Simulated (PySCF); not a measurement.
Which method gave which barrier?

Saddle point of GeH5Cl, closed shell (GeH₄ + HCl → GeH₃Cl ([Cl][GeH3]) + H₂; bonds formed: Ge1–Cl7, H2–H6; bonds broken: Ge1–H2, H6–Cl7), PBE0-D4/def2-TZVP structure:

```
7
angstrom
Ge -0.3598 0.4791 -0.1267
H 0.0618 -0.7563 1.1582
H -1.1976 -0.0737 -1.2713
H -1.3199 0.9121 1.0156
H 0.6572 1.5926 -0.3378
H 0.6342 -1.0310 0.5415
Cl 1.5240 -1.1228 -0.9795
```

Computed with PySCF 2.14 with density fitting (its default auxiliary sets; JK sets also for MP2 and CCSD(T)) (basis: def2-TZVPP, with def2-QZVPP for the basis limit); correlated methods freeze the cores. Filled d shells of the heavier atoms are correlated. The def2 sets are not built for correlating such inner shells, so the correlated values are less sure here. Extrapolation: Hartree–Fock as exp(−7.88 √X), correlation as X^−2.97. Four methods, as single points on the PBE0-D4 structures, gave these electronic barriers from the start structure: 1.537, 1.687, 1.917, 2.295 eV.

**Question.** The methods were, in alphabetical order, BHLYP-D4, HF, PBE-D4, PBE0-D4. Which gave which? (Judge from chemistry; the calculation decides.)

**Answer.** By the calculation: PBE-D4 1.537; PBE0-D4 1.687; BHLYP-D4 1.917; HF 2.295 eV. For comparison, CCSD(T) at an estimated basis limit (MP2 extrapolated from triple and quadruple zeta, plus CCSD(T) − MP2 in triple zeta) gives 1.876 eV.

T1 diagnostic: at most 0.013.

Labels in which every atom is bracketed show which atoms are joined, not bond orders.

For scale, one of the runs: CCSD(T)/def2-TZVPP, 160 basis functions, launched by `OMP_NUM_THREADS=4 python run.py`. Hardware: 4 CPU threads of an Intel Xeon, shared host. Wall time 83 s; peak host memory 1.4 GiB.
